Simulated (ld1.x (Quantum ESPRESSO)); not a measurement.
Configuration tests for S (TM semilocal)

* Element: sulfur
* Generator: ld1.x (Quantum ESPRESSO) 7.5
* Type: norm-conserving Troullier–Martins (semilocal form)
* Functional: BLYP
* Relativity: scalar-relativistic
* Frozen core: [Ne]
* Valence charge: 6
* Reference configuration: 3s2 3p4
* Partial waves: 3p (bound): rc 1.60 bohr; 3d channel at 0.25 Ry: rc 1.60 bohr; 3s (bound): rc 1.10 bohr
* Local potential: the s channel
* Core correction: Bessel-smoothed model core inside 1.10 bohr

Energies are relative to the spin-unpolarised reference configuration 3s2 3p4; without spin polarisation the order of configurations can differ from experiment.

| valence configuration | charge | ΔE all-electron (eV) | error AE − PS (meV) |
| --- | --- | --- | --- |
| 3s2 3p3 | +1 | 11.619 | +3.0 |
| 3s2 3p2 | +2 | 33.756 | +25 |
| 3s2 3p1 | +3 | 67.683 | +91 |
| 3s2 3p4.3 | -0.3 | -1.667 | +0.3 |
| 3s2 3p3.5 | +0.5 | 4.586 | +0.3 |
| 3s2 3p0 | +4 | 114.445 | +241 |

Q: What are ΔE and the potential's error for 3s1 3p4?

A: ΔE = 22.494 eV all-electron; the error (AE − PS) is +2.9 meV.

Levels in the configuration 3s2 3p3.5:

```tsv
level	all-electron (eV)	pseudo (eV)
3s	-22.086	-22.082
3p	-11.553	-11.549
```
